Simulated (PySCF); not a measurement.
## Worked example: dipole moment from atomic charges

C3H2O, SMILES c1c(c1)=O. Atoms are numbered in the order given.

```xyz
6

O      0.0000     0.0000     1.5386
C      0.0000     0.0000     0.3380
C      0.0000     0.6738    -0.9322
C      0.0000    -0.6738    -0.9322
H      0.0000     1.5575    -1.5751
H      0.0000    -1.5575    -1.5751
```

Geometry optimised at B3LYP-D3(BJ)/def2-SVP.

Charges (e) from M06-2X/def2-TZVPD (PySCF):

```tsv
atom	ESP fit	IAO
O1	-0.500	-0.460
C2	0.449	0.405
C3	-0.171	-0.153
C4	-0.171	-0.153
H5	0.196	0.180
H6	0.196	0.180
```

The dipole moment of the full density is 4.38 D.

What dipole moment does each set of point charges give, and which comes closer to that of the density?


μ = Σ q r, and 1 e Å = 4.8032 D.
ESP fit: Σ q r = (0.000, 0.000, -0.916) e Å, |μ| = 4.40 D.
IAO: Σ q r = (0.000, 0.000, -0.853) e Å, |μ| = 4.10 D.
ESP fit comes closer in size. Point charges leave out the atoms' own dipoles (lone pairs, polarised bonds); fits to the potential absorb them, partitions of the density don't.
